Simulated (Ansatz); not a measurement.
Born–Oppenheimer molecular dynamics of a periodic cell of 17 atoms, Si16N (host Si, host structure diamond, interstitial N). It starts from a partly relaxed structure (largest force component 0.07 eV/Å).

All numbers below come from DFT PBE, scalar-relativistic, plane waves, PAW in Ansatz 0.2.0. Settings: accuracy low, PAW set soft_1, cutoff 420 eV, k mesh 2x2x2, fermi-dirac smearing 0.05 eV, spin collinear.

```json
{
  "ensemble": "NVE (velocity Verlet)",
  "time step": "1 fs",
  "steps asked": "160",
  "starting velocities drawn for": "3000 K",
  "seed": "990024"
}
```

First frame:

```xyz
17
Lattice="0.0000 5.4300 5.4300 5.4300 0.0000 5.4300 5.4300 5.4300 0.0000" Properties=species:S:1:pos:R:3
Si 0.018 -0.074 0.228
Si 1.374 1.338 1.525
Si 2.790 2.696 0.235
Si 4.114 4.035 1.633
Si 2.739 -0.031 2.850
Si 4.126 1.254 4.239
Si 5.600 2.549 2.977
Si 6.889 4.018 4.248
Si 0.010 2.694 2.860
Si 1.342 4.114 4.180
Si 2.588 5.561 2.886
Si 4.034 6.793 4.196
Si 2.855 2.824 5.353
Si 4.090 4.044 6.928
Si 5.327 5.286 5.374
Si 6.417 7.162 6.185
N 6.829 6.773 7.811
```

(1) What does the run give?

(2) What happens to the structure?

(3) How do temperature and energy run in time?

Results:

(1) The run went to its last step.

| Item | Value |
| --- | --- |
| steps done | 160 |
| time covered | 160 fs |
| mean temperature over the second half | 1451 K |
| spread of the potential energy over the second half | 18.3 meV per atom |
| mean potential energy of the second half above the start | 188.9 meV per atom |

The conserved energy stayed within 0.49 meV per atom of its start (net change 0.32 meV per atom), so the integration is sound. The temperature averaged 0.48 of the 3000 K drawn at the start: a run that starts near a minimum puts about half its kinetic energy into the potential. A run of 0.16 ps of so small a system gives no equilibrium averages. Limits of this set-up: coarse k mesh, low accuracy level.

(2) Mean squared displacements from the first frame to the last, about the centre of mass: Si 0.14 Å², N 0.27 Å². The details hang on the random start.

(3) 
```json
{"time (fs)": "0.0", "T (K)": "3000", "potential energy less start (eV)": "0.000", "conserved less start (meV/atom)": "0.00"}
{"time (fs)": "5.0", "T (K)": "2574", "potential energy less start (eV)": "0.885", "conserved less start (meV/atom)": "0.21"}
{"time (fs)": "10.0", "T (K)": "1801", "potential energy less start (eV)": "2.487", "conserved less start (meV/atom)": "0.43"}
{"time (fs)": "15.0", "T (K)": "1295", "potential energy less start (eV)": "3.535", "conserved less start (meV/atom)": "0.43"}
{"time (fs)": "20.0", "T (K)": "1103", "potential energy less start (eV)": "3.929", "conserved less start (meV/atom)": "0.41"}
{"time (fs)": "25.0", "T (K)": "1110", "potential energy less start (eV)": "3.915", "conserved less start (meV/atom)": "0.34"}
{"time (fs)": "30.0", "T (K)": "1133", "potential energy less start (eV)": "3.868", "conserved less start (meV/atom)": "0.35"}
{"time (fs)": "35.0", "T (K)": "1220", "potential energy less start (eV)": "3.689", "conserved less start (meV/atom)": "0.41"}
{"time (fs)": "40.0", "T (K)": "1474", "potential energy less start (eV)": "3.162", "conserved less start (meV/atom)": "0.28"}
{"time (fs)": "45.0", "T (K)": "1580", "potential energy less start (eV)": "2.941", "conserved less start (meV/atom)": "0.23"}
{"time (fs)": "50.0", "T (K)": "1340", "potential energy less start (eV)": "3.437", "conserved less start (meV/atom)": "0.24"}
{"time (fs)": "55.0", "T (K)": "877", "potential energy less start (eV)": "4.398", "conserved less start (meV/atom)": "0.46"}
{"time (fs)": "60.0", "T (K)": "773", "potential energy less start (eV)": "4.613", "conserved less start (meV/atom)": "0.36"}
{"time (fs)": "65.0", "T (K)": "859", "potential energy less start (eV)": "4.435", "conserved less start (meV/atom)": "0.34"}
{"time (fs)": "70.0", "T (K)": "1026", "potential energy less start (eV)": "4.088", "conserved less start (meV/atom)": "0.38"}
{"time (fs)": "75.0", "T (K)": "1286", "potential energy less start (eV)": "3.549", "conserved less start (meV/atom)": "0.25"}
{"time (fs)": "80.0", "T (K)": "1321", "potential energy less start (eV)": "3.478", "conserved less start (meV/atom)": "0.32"}
{"time (fs)": "85.0", "T (K)": "1257", "potential energy less start (eV)": "3.611", "conserved less start (meV/atom)": "0.39"}
{"time (fs)": "90.0", "T (K)": "1283", "potential energy less start (eV)": "3.558", "conserved less start (meV/atom)": "0.37"}
{"time (fs)": "95.0", "T (K)": "1363", "potential energy less start (eV)": "3.390", "conserved less start (meV/atom)": "0.33"}
{"time (fs)": "100.0", "T (K)": "1376", "potential energy less start (eV)": "3.365", "conserved less start (meV/atom)": "0.33"}
{"time (fs)": "105.0", "T (K)": "1332", "potential energy less start (eV)": "3.456", "conserved less start (meV/atom)": "0.36"}
{"time (fs)": "110.0", "T (K)": "1301", "potential energy less start (eV)": "3.520", "conserved less start (meV/atom)": "0.36"}
{"time (fs)": "115.0", "T (K)": "1303", "potential energy less start (eV)": "3.517", "conserved less start (meV/atom)": "0.38"}
{"time (fs)": "120.0", "T (K)": "1384", "potential energy less start (eV)": "3.348", "conserved less start (meV/atom)": "0.38"}
{"time (fs)": "125.0", "T (K)": "1551", "potential energy less start (eV)": "3.002", "conserved less start (meV/atom)": "0.35"}
{"time (fs)": "130.0", "T (K)": "1706", "potential energy less start (eV)": "2.681", "conserved less start (meV/atom)": "0.28"}
{"time (fs)": "135.0", "T (K)": "1709", "potential energy less start (eV)": "2.676", "conserved less start (meV/atom)": "0.32"}
{"time (fs)": "140.0", "T (K)": "1644", "potential energy less start (eV)": "2.810", "conserved less start (meV/atom)": "0.29"}
{"time (fs)": "145.0", "T (K)": "1519", "potential energy less start (eV)": "3.069", "conserved less start (meV/atom)": "0.34"}
{"time (fs)": "150.0", "T (K)": "1458", "potential energy less start (eV)": "3.196", "conserved less start (meV/atom)": "0.37"}
{"time (fs)": "155.0", "T (K)": "1536", "potential energy less start (eV)": "3.033", "conserved less start (meV/atom)": "0.34"}
{"time (fs)": "160.0", "T (K)": "1664", "potential energy less start (eV)": "2.768", "conserved less start (meV/atom)": "0.32"}
```

The run took 18 min on 1 thread of Arm Neoverse V1 (shared host), peak memory 0.62 GiB.
